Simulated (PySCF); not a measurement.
Electric field gradients and quadrupole coupling constants

Compound: C₄H₁₂AlNO₂.
Cartesian coordinates in Å at the PBE0-D3(BJ)/def2-SVP level; atoms count from 1:
```xyz
20
C4H12AlNO2 angstrom
C     -0.7799   -0.6522    1.4211
N     -0.5561   -0.1991    0.0407
C     -1.5319   -0.8094   -0.8729
Al    -0.8366    1.8922   -0.0423
C      0.7839   -0.5386   -0.4204
O      1.6949    0.1773    0.3768
C      2.9599    0.2113   -0.0583
O      3.3609   -0.3562   -1.0299
H     -0.0202   -0.2082    2.0750
H     -0.7304   -1.7534    1.4845
H     -1.7717   -0.3133    1.7500
H     -1.4038   -1.9055   -0.9117
H     -2.5443   -0.5706   -0.5255
H     -1.4050   -0.3894   -1.8805
H     -2.4464    1.8798   -0.0226
H     -0.1195    2.4351    1.2830
H     -0.1261    2.1458   -1.4643
H      0.9712   -1.6252   -0.3240
H      0.8885   -0.2478   -1.4758
H      3.5621    0.8414    0.6254
```

Field gradients from the PBE0/pcSseg-1 density (PySCF, non-relativistic), principal values in atomic units, ordered |Vxx| ≤ |Vyy| ≤ |Vzz|:

```
atom      Vxx      Vyy      Vzz
  N2   0.4017   0.4445  -0.8462
 Al4  -0.4186  -0.4717   0.8903
  O6  -0.4905  -1.1943   1.6848
  O8   0.5555   1.0793  -1.6348
```

Q: Find the asymmetry η = (Vxx − Vyy)/Vzz and the couplings χ = eQV/h (234.96 MHz × Q in barn × V in au), with Q(14N) = 0.02044 b, Q(27Al) = 0.1466 b, Q(17O) = −0.0256 b.

A: 
```json
{"atom": "N2", "environment": "nitrogen bonded to Al and 3 C", "nucleus": "14N", "η": "0.05", "χzz (MHz)": "-4.064", "χxx (MHz)": "1.929", "χyy (MHz)": "2.135"}
{"atom": "Al4", "environment": "aluminium bonded to N and 3 H", "nucleus": "27Al", "η": "0.06", "χzz (MHz)": "30.67", "χxx (MHz)": "-14.42", "χyy (MHz)": "-16.25"}
{"atom": "O6", "environment": "ester single-bonded oxygen", "nucleus": "17O", "η": "0.42", "χzz (MHz)": "-10.13", "χxx (MHz)": "2.95", "χyy (MHz)": "7.18"}
{"atom": "O8", "environment": "ester carbonyl oxygen", "nucleus": "17O", "η": "0.32", "χzz (MHz)": "9.83", "χxx (MHz)": "-3.34", "χyy (MHz)": "-6.49"}
```

The tensor is traceless: Vxx + Vyy + Vzz = 0.

Q: What is Vzz at O8 in SI units (1 au = 9.71736 × 10²¹ V/m²)?

A: -1.6348 au = -15.886 × 10²¹ V/m².

Q: What couplings would deuterons (Q(2H) = 0.00286 b) have in place of the hydrogens, at this geometry?

A: 
| atom | bonded to | bond length (Å) | Vzz (au) | η | χzz (kHz) |
| --- | --- | --- | --- | --- | --- |
| H9 | C1 | 1.096 | 0.2858 | 0.07 | 192 |
| H10 | C1 | 1.104 | 0.2787 | 0.08 | 187 |
| H11 | C1 | 1.098 | 0.2849 | 0.07 | 191 |
| H12 | C3 | 1.104 | 0.2782 | 0.08 | 187 |
| H13 | C3 | 1.097 | 0.2867 | 0.08 | 193 |
| H14 | C3 | 1.099 | 0.2831 | 0.07 | 190 |
| H15 | Al4 | 1.610 | 0.1023 | 0.09 | 69 |
| H16 | Al4 | 1.602 | 0.1065 | 0.07 | 72 |
| H17 | Al4 | 1.610 | 0.1023 | 0.09 | 69 |
| H18 | C5 | 1.107 | 0.2640 | 0.07 | 177 |
| H19 | C5 | 1.100 | 0.2686 | 0.10 | 181 |
| H20 | C7 | 1.108 | 0.2658 | 0.04 | 179 |

Isolated species at its PBE0-D3(BJ)/def2-SVP geometry (one conformer only). A larger basis could move these couplings by a tenth or more.
